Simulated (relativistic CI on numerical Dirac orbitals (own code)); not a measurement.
## Forbidden transitions in Co¹³⁺

Method of calculation: Dirac-Coulomb-Breit CI, KLI orbitals optimised for each configuration, model QED (radiative potential, 1s self-energy scaled to tabulated hydrogen-like ionisation energies), unscaled Slater integrals (own radial code, finite nucleus).

CI space (outside the closed core [Ne]): 3s2 3p2, 3s 3p3, 3s2 3p 3d, 3p4, 3s 3p2 3d, 3p3 3d, 3s 3p 3d2, 3s2 3p 4s, 3s2 3d 4p, 3p3 4s, 3s2 3p 4p, 3p3 4p, 3s 3p 3d 4s, 3s2 3d2, 3s 3d3, 3p2 3d2, 3p 3d3, 3p 3d2 4s, 3p 3d2 4p, 3s2 3d 4s, 3s 3d2 4s. Double excitations out of closed p, d and f shells are left out; levels of such configurations are missing from the list, as are those of other unlisted configurations, and high levels can miss mixing partners.

| λ vac (nm) | Lower | Upper | Type | A (s⁻¹) | E lower (eV) | E upper (eV) |
| --- | --- | --- | --- | --- | --- | --- |
| 23.281 | 3s2 3p2 1D_2 [4] | 3s2 3p 3d 3F°_4 [18] | M2 | 5.01e+01 | 7.0981 | 60.3535 |
| 38.883 | 3s 3p3 5S°_2 [6] | 3s2 3p 3d 3F°_4 [18] | E2 | 8.04e+00 | 28.4667 | 60.3535 |
| 56.886 | 3s 3p3 3D°_2 [8] | 3s2 3p 3d 3F°_4 [18] | E2 | 1.74e+01 | 38.5583 | 60.3535 |
| 58.123 | 3s 3p3 3D°_3 [9] | 3s2 3p 3d 3F°_4 [18] | E2 | 6.54e+00 | 39.0222 | 60.3535 |
| 58.123 | 3s 3p3 3D°_3 [9] | 3s2 3p 3d 3F°_4 [18] | M1 | 1.56e+01 | 39.0222 | 60.3535 |
| 78.304 | 3s 3p3 3P°_2 [12] | 3s2 3p 3d 3F°_4 [18] | E2 | 2.67e+01 | 44.5197 | 60.3535 |
| 107.43 | 3s2 3p2 3P_1 [2] | 3s2 3p2 1S_0 [5] | M1 | 1.77e+03 | 1.4377 | 12.9781 |
| 219.04 | 3s2 3p2 3P_1 [2] | 3s2 3p2 1D_2 [4] | M1 | 1.27e+02 | 1.4377 | 7.0981 |
| 289.41 | 3s2 3p2 3P_2 [3] | 3s2 3p2 1D_2 [4] | M1 | 1.50e+02 | 2.8140 | 7.0981 |
| 809.56 | 3s2 3p 3d 3F°_3 [16] | 3s2 3p 3d 3F°_4 [18] | M1 | 3.77e+01 | 58.8220 | 60.3535 |
| 862.37 | 3s2 3p2 3P_0 [1] | 3s2 3p2 3P_1 [2] | M1 | 2.69e+01 | 0.0000 | 1.4377 |
| 900.85 | 3s2 3p2 3P_1 [2] | 3s2 3p2 3P_2 [3] | M1 | 1.66e+01 | 1.4377 | 2.8140 |

Terms are leading LS components. Brackets give the number of a level in order of energy, since labels repeat. The list gives strong lines, with weight on those to low levels, among the lowest 200 of 976 levels, so that lines to higher ones, which can be the strongest, are missing. Levels whose partners in the same complex of configurations lie outside the list can be far off, and so can their lines. Rates are taken at the computed energies, electric ones in the length gauge.

At this charge energies of transitions that change n are usually good to better than 1 %, and those within a shell (Δn = 0) to a few per cent.

From the table, what is the radiative lifetime of 3s2 3p 3d 3F°_4?

The listed rates from this level add up to about 1.62e+02 s⁻¹, 99 % of its decay; with all channels τ = 6.10e-03 s.

LS names give the leading component of a level, which can be under half, so a name can repeat, a term be missing and a line seem to break the LS rules.
